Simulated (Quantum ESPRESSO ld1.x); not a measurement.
The numbers below are computed, except where a source is named.
Valence configurations of neutral niobium (all share [Kr]). Level of theory: Dirac Kohn-Sham, LDA (Slater exchange, Perdew-Zunger correlation), spin-unpolarised, spherical densities, point nucleus; open shells are shared between the two j in proportion to 2j + 1 (ld1.x of Quantum ESPRESSO 7.5). Energies are relative to 4d4 5s1; eigenvalues in eV.

valence      E (eV)  e(4d3/2)  e(4d5/2)  e(5p1/2)  e(5p3/2)  e(5s1/2)
4d4 5s1       0.000    -3.306    -3.150         -         -    -4.202
4d4 5p1       3.046    -4.440    -4.278    -1.965    -1.857         -
4d5           1.323    -2.186    -2.048         -         -         -
4d3 5s2      -0.561    -4.885    -4.708         -         -    -4.863
4d2 5s2 5p1   3.680    -8.007    -7.803    -2.662    -2.500    -6.395
4d1 5s2 5p2  10.185   -11.280   -11.049    -3.570    -3.359    -7.820
4d4.5 5s0.5   0.584    -2.686    -2.540         -         -    -3.932
4d3 5s1 5p1   2.819    -6.047    -5.866    -2.285    -2.151    -5.665
4d2 5s1 5p2   7.607    -9.052    -8.844    -3.167    -2.989    -7.058
4d3 5p2       6.377    -7.086    -6.899    -2.800    -2.651         -

NIST lists [Kr] 4d4 5s1 as the ground configuration; this level of theory puts 4d3 5s2 lower, by 0.561 eV. The energies are those of spherical spin-averaged densities, not of single terms.
